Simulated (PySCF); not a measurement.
SMILES CO[SiH2]C(=O)O (GFN2-xTB optimised geometry):

```
12

C      2.238     1.059    -0.238
O      0.983     0.446    -0.195
Si     0.613    -1.110     0.000
C     -1.295    -1.110     0.000
O     -1.945    -2.127     0.015
O     -1.869     0.092     0.000
H      2.775     0.905     0.700
H      2.840     0.652    -1.053
H      2.086     2.127    -0.397
H      1.090    -1.661     1.272
H      1.095    -1.959    -1.092
H     -2.840     0.015     0.008
```

Method: B3LYP/def2-TZVP in PySCF.

### Question
What are the frontier orbital energies and the dipole moment?

### Answer
HOMO-2 -8.97 eV, HOMO-1 -8.23 eV, HOMO -7.51 eV, LUMO -0.80 eV, LUMO+1 -0.07 eV; dipole moment 2.54 D.

Meta-Löwdin charges at B3LYP/def2-TZVP: C1 -0.10, O2 -0.61, Si3 0.88, C4 0.31, O5 -0.45, O6 -0.45, H7 0.10, H8 0.10, H9 0.13, H10 -0.12, H11 -0.12, H12 0.35.
